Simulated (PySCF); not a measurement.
# Bond curve of Cu₂⁺

Set-up: PySCF, scalar-relativistic core potentials, basis sets Cu cc-pVDZ-PP with ECP10. Energies in eV from Cu⁺ (3d10) + Cu (3d10 4s1) in their ground configurations at the same level. All curves are PBE0. state 1: ²Σg⁺ (doublet), unpaired electrons σ ↑; state 2: doublet, unpaired electrons π ↑, a second solution, started from another occupation; state 3: doublet, unpaired electrons δ ↑, a second solution, started from another occupation; state 4: quartet, unpaired electrons σ ↑↑↑, a second solution, started from another occupation.

```
R (Å)  state 1  state 2  state 3  state 4
2.049   -1.684   -1.136  -0.6893   1.2789
2.145   -1.934   -1.249  -0.8676   0.9386
2.240   -2.062   -1.251  -0.9252   0.7287
2.312   -2.104   -1.204  -0.9134   0.6334
2.383   -2.113   -1.127  -0.8680   0.5774
2.454   -2.098   -1.030  -0.7982   0.5511
2.550   -2.054   -0.878  -0.6787   0.5494
2.669   -1.976   -0.668  -0.5033   0.5815
2.812   -1.865   -0.407  -0.2752   0.6453
3.003   -1.713   -0.064   0.0334   0.7380
```

Q: Put a parabola through the three lowest points of the state 1 curve and estimate Re, k and ωe (reduced mass 31.46 u; 1 eV/Å² = 0.16022 mdyn/Å; ωe = 1302.8·√(k/μ) cm⁻¹).

A: Through R = 2.312, 2.383, 2.454 Å the second-order coefficient is 2.38 eV/Å², so Re ≈ 2.374 Å, k ≈ 0.763 mdyn/Å and ωe ≈ 203 cm⁻¹. A polynomial fit of higher order to the unrounded PBE0 energies gives Re = 2.371 Å, k = 0.775 mdyn/Å, ωe = 204 cm⁻¹; anharmonicity and rounding make the difference.

The higher-order fit for each curve: state 1: Re = 2.371 Å, ωe = 204 cm⁻¹, De = 2.11 eV; state 2: Re = 2.194 Å, ωe = 289 cm⁻¹, minimum 1.26 eV below the ground-state fragments; state 3: Re = 2.254 Å, ωe = 268 cm⁻¹, minimum 0.93 eV below the ground-state fragments; state 4: Re = 2.506 Å, ωe = 172 cm⁻¹, minimum 0.55 eV above the ground-state fragments.

Counting both spins, an empty level lies below a filled one in some of these solutions, because spin and occupation are held. The state is the lowest single determinant that the PBE0 search found; with open d or f shells the true ground state can be another one.
